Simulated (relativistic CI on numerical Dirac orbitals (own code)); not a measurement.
## Ir⁶⁺: O2,3 absorption edge

Computed with this model: Dirac-Coulomb-Breit CI, KLI orbitals optimised for each configuration, model QED (radiative potential, 1s self-energy scaled to tabulated hydrogen-like ionisation energies), valence Slater integrals scaled by 0.8, multiplet model of core-to-valence dipole absorption; configurations [Xe] 4f14 5d3 → [Kr] 4d10 4f14 5s2 5p5 5d4; 300 K; Lorentzian 0.6 eV and Gaussian 0.3 eV FWHM. Energies are those of the free ion, without screening or charge transfer. The branching ratio is the share of the lower-energy edge in the whole absorption, uncertain by about 0.02 where the edges overlap. S is read from ⟨S²⟩ = S(S + 1).

Field parameters in Wybourne normalisation: D3d B²₀ = −7Dσ, B⁴₀ = −14Dq − 21Dτ, B⁴₃ = −14√(10/7) Dq. The field is a parameter set, without covalency.

free ion: ground-state S = 1.35, centroid 60.12 eV. Peaks (eV, height): 54.4 (82), 55.3 (57), 57.1 (33), 59.4 (100), 61.8 (18), 67.7 (15), 69.2 (17), 70.6 (59), 72.8 (7).

D3d, 10Dq = 44750, Dσ = -1200, Dτ = 110 cm⁻¹: ground-state S = 1.43, centroid 62.37 eV. Peaks (eV, height): 48.9 (33), 51.0 (10), 52.6 (17), 56.8 (100), 58.8 (52), 59.7 (42), 60.4 (37), 61.1 (36), 62.1 (25), 63.0 (28), 65.0 (34), 66.4 (34), 68.0 (22), 68.7 (28), 70.7 (51), 72.1 (47), 73.4 (55), 75.6 (15), 77.2 (19).

Strongest unbroadened transitions for D3d, 10Dq = 44750, Dσ = -1200, Dτ = 110 cm⁻¹:

```
Energy (eV)  Relative strength
      48.80               31.8
      48.85               29.3
      49.28               39.5
      56.19               88.9
      56.71              100.0
      56.84               30.3
      57.05               26.5
      57.12               58.1
      57.33               25.1
      57.55               50.1
      58.93               38.8
      65.36               27.1
      70.21               37.5
      70.60               26.1
      71.20               28.7
      72.03               62.8
      73.50               32.3
      73.56               32.4
```
